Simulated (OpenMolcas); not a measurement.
**OpenMolcas run: Co5+**

Input:

```
&GATEWAY
Coord
1

Co 0.0 0.0 0.0
Basis=ANO-L-VDZP
Group=XYZ
NoMove
AngMom=0.0 0.0 0.0
AMFI
&SEWARD
* reference wave functions (RASSCF and RASSI steps not shown): 4 electrons in 5 orbitals (3d)
>>> COPY JOB001 $Project.JobIph
&CASPT2
Multistate=5 1 2 3 4 5
NoMult
Frozen=2 3
IPEA=0.0
Sig2=0.4
MaxIter=60
WThr=0.0 0.3 0.05
PrWF=0.5
NoMix
>>> COPY JOB002 $Project.JobIph
&CASPT2
Multistate=11 1 2 3 4 5 6 7 8 9 10 11
NoMult
Frozen=2 3
IPEA=0.0
Sig2=0.4
MaxIter=60
WThr=0.0 0.3 0.05
PrWF=0.5
NoMix
```

Launched by
```bash
OMP_NUM_THREADS=1 MOLCAS_MEM=2252 MOLCAS_PROJECT=a pymolcas a.inp > a.log  # once for each step of the input, in one work folder
```

Output, cut to the results:

```
--- CASPT2 ---
Orbital specifications:
      -----------------------

      Symmetry species                           1   2
                                                ag  au
      Frozen orbitals                            2   3
      Inactive orbitals                          1   3
      Active orbitals                            5   0
      Secondary orbitals                         7  13
      Deleted orbitals                           0   0
      Number of basis functions                 15  19
Type of calculation                        SS-CASPT2
      Fock operator                              state-specific
      IPEA shift                                 0.00
      Real shift                                 0.00
      Imaginary shift                            0.00
      Sigma^2 regularizer                        0.40
      The input orbitals will be transformed to quasi-canonical
Reference energy:       -1374.6006432633
      E2 (Non-variational):      -0.1649622341
      Shift correction:           0.0000000378
      E2 (Variational):          -0.1649621964
      Total energy:           -1374.7656054597
      Residual norm:              0.0000006046
      Reference weight:           0.97736
      Contributions to the CASPT2 correlation energy
      Active & Virtual Only:         -0.0146772788
      One Inactive Excited:          -0.0820680106
      Two Inactive Excited:          -0.0682169447
Reference energy:       -1374.6006432633
      E2 (Non-variational):      -0.1649738335
      Shift correction:           0.0000000363
      E2 (Variational):          -0.1649737972
      Total energy:           -1374.7656170605
      Residual norm:              0.0000005822
      Reference weight:           0.97736
      Contributions to the CASPT2 correlation energy
      Active & Virtual Only:         -0.0146772431
      One Inactive Excited:          -0.0820815285
      Two Inactive Excited:          -0.0682150619
::    CASPT2 Root  1     Total energy:  -1374.76560546
::    CASPT2 Root  2     Total energy:  -1374.76561706
::    CASPT2 Root  3     Total energy:  -1374.76561706
::    CASPT2 Root  4     Total energy:  -1374.76561707
::    CASPT2 Root  5     Total energy:  -1374.76561707
--- CASPT2 ---
Orbital specifications:
      -----------------------

      Symmetry species                           1   2
                                                ag  au
      Frozen orbitals                            2   3
      Inactive orbitals                          1   3
      Active orbitals                            5   0
      Secondary orbitals                         7  13
      Deleted orbitals                           0   0
      Number of basis functions                 15  19
Type of calculation                        SS-CASPT2
      Fock operator                              state-specific
      IPEA shift                                 0.00
      Real shift                                 0.00
      Imaginary shift                            0.00
      Sigma^2 regularizer                        0.40
      The input orbitals will be transformed to quasi-canonical
Reference energy:       -1374.4722862345
      E2 (Non-variational):      -0.1647477333
      Shift correction:           0.0000000431
      E2 (Variational):          -0.1647476903
      Total energy:           -1374.6370339248
      Residual norm:              0.0000005615
      Reference weight:           0.97724
      Contributions to the CASPT2 correlation energy
      Active & Virtual Only:         -0.0126081217
      One Inactive Excited:          -0.0896419479
      Two Inactive Excited:          -0.0624976638
Reference energy:       -1374.4722862345
      E2 (Non-variational):      -0.1645392006
      Shift correction:           0.0000000419
      E2 (Variational):          -0.1645391586
      Total energy:           -1374.6368253931
      Residual norm:              0.0000005666
      Reference weight:           0.97731
      Contributions to the CASPT2 correlation energy
      Active & Virtual Only:         -0.0126051638
      One Inactive Excited:          -0.0895801462
      Two Inactive Excited:          -0.0623538905
::    CASPT2 Root  1     Total energy:  -1374.63703392
::    CASPT2 Root  2     Total energy:  -1374.63682539
::    CASPT2 Root  3     Total energy:  -1374.63701637
::    CASPT2 Root  4     Total energy:  -1374.63686589
::    CASPT2 Root  5     Total energy:  -1374.63693019
::    CASPT2 Root  6     Total energy:  -1374.63697148
::    CASPT2 Root  7     Total energy:  -1374.63681287
::    CASPT2 Root  8     Total energy:  -1374.63696460
::    CASPT2 Root  9     Total energy:  -1374.63687322
::    CASPT2 Root 10     Total energy:  -1374.63687317
::    CASPT2 Root 11     Total energy:  -1374.63698702
```

Levels above the lowest, from the spin-orbit matrix with the single-state CASPT2 energies, averaged by term, on its diagonal:

```
Configuration  Term  J  E (cm-1)  Measured (cm-1)  Term weight %
          3d4    5D  0       0.0              0.0            100
          3d4    5D  1       176              204            100
          3d4    5D  2       529              589            100
          3d4    5D  3      1057             1125            100
          3d4    5D  4      1762             1782            100
```

Against the 4 measured excited levels shown (Sugar and Corliss, J. Phys. Chem. Ref. Data 10, 1097 (1981)) the mean absolute deviation is 44 cm-1; the largest miss in energy is 3d4 5D3: computed 1057, measured 1125 cm-1 (-6.0 %), and the largest in proportion 3d4 5D1 (-13.6 %).

The basis is small and was not contracted for so high a charge. Computed and measured levels are paired by configuration, term and J; levels that our copy of the source lacks, or whose pairing is in doubt (as where it misses far off the trend of its configuration), stay unpaired and out of the deviations. Levels of configurations outside the active space are missing. The first state left out of the spin-orbit step lies near 31000 cm-1 above the lowest spin-free state of the reference (among the parities and spins computed), and the list stops at four fifths of that energy or lower.

The CASPT2 steps took 1.1 s on 1 thread of Arm Neoverse V2, on a shared host; the integral step is not counted.

The term weight is that of the spin-free term in the level, not the purity of its configuration.
